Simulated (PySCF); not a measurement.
C2H8BNO. Atoms are numbered in the order given.

```xyz
13

B     -0.3649     0.7493     0.8744
H     -1.0908     0.0697     1.5703
O      0.5099     0.1739    -0.0017
C      0.5637    -1.2250    -0.2023
C     -0.2172    -1.6348    -1.4412
H      1.6258    -1.5031    -0.3139
H      0.1762    -1.7553     0.6871
H      0.1526    -1.0945    -2.3267
H     -0.1164    -2.7166    -1.6257
H     -1.2877    -1.4029    -1.3219
N     -0.4183     2.1483     0.9725
H     -1.0329     2.6299     1.6138
H      0.1671     2.7561     0.4112
```

Geometry: B3LYP-D3(BJ)/def2-SVP. This is a generated structure with no PubChem entry under its InChIKey; it may be hypothetical. Other conformers were not sampled.

All values below come from PBE/pcSseg-1 run with PySCF.

GIAO shieldings, no solvent; atoms listed in one row are averaged. δ = σ(ref) − σ: ¹¹B against BF3 (σ = 83.9 ppm); ¹H against TMS (σ = 31.49 ppm); ¹⁷O against H2O (σ = 334.3 ppm); ¹³C against TMS (σ = 182.0 ppm); ¹⁵N against NH3 (σ = 267.0 ppm), references at their B3LYP-D3(BJ)/def2-TZVP geometries, non-relativistic.

```
nucleus        atoms  count  δ (ppm)
-------  -----------  -----  -------
¹¹B               B1      1     13.7
¹H                H2      1     4.50
¹H                H6      1     4.36
¹H                H7      1     4.25
¹H               H13      1     3.02
¹H               H12      1     2.91
¹H       H8, H9, H10      3     1.42
¹⁷O               O3      1    158.8
¹³C               C4      1     72.4
¹³C               C5      1     23.3
¹⁵N              N11      1     85.5
```
